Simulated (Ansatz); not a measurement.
System: AsO, charge 0, multiplicity 2. 
Structure (B3LYP-D3(BJ)/def2-TZVP (Ansatz, a program for electronic structure) minimum search):
```xyz
2

As     0.0000     0.0000    -0.3173
O      0.0000     0.0000     1.3089
```
Charge 0, spin multiplicity 2.

Wanted: atomisation energy (electronic, to ground-state atoms), in kJ/mol. Cores are frozen in the correlated levels unless marked. UHF or UKS for open shells. Spin-orbit coupling is left out. The frozen core is the preceding noble-gas configuration, with the filled d and f shells of earlier blocks. Non-relativistic. 

| level | program | atomisation energy (kJ/mol) |
|---|---|---|
| HF/aug-cc-pVDZ | Ansatz | 87.3 |
| RI-HF/aug-cc-pVTZ | Ansatz | 126.7 |
| BLYP-D3(BJ)/def2-TZVPD | Ansatz + dftd3 | 539.1 |
| PBE0/def2-SVP | Ansatz | 437.9 |
| PBE0-D4/def2-TZVP | Ansatz + dftd4 | 458.9 |
| BHLYP/def2-TZVPD | Ansatz | 398.1 |
| HSE06/def2-TZVPD | Ansatz | 459.6 |
| B2PLYP-D4/def2-TZVPD | Ansatz + dftd4 | 492.2 |
| RI-MP2/aug-cc-pVQZ | Ansatz | 391.2 |
| SCS-MP2/STO-3G | Ansatz | 161.2 |
| SCS-MP2/cc-pVDZ | Ansatz | 283.1 |
| SCS-MP2/def2-SVP | Ansatz | 307.7 |
| CCSD/def2-SVP | Ansatz | 348.8 |
| CCSD(T)/aug-cc-pVDZ | Ansatz | 396.3 |

The Hartree-Fock reference is unstable (checked in the largest basis), which strains HF and MP2.
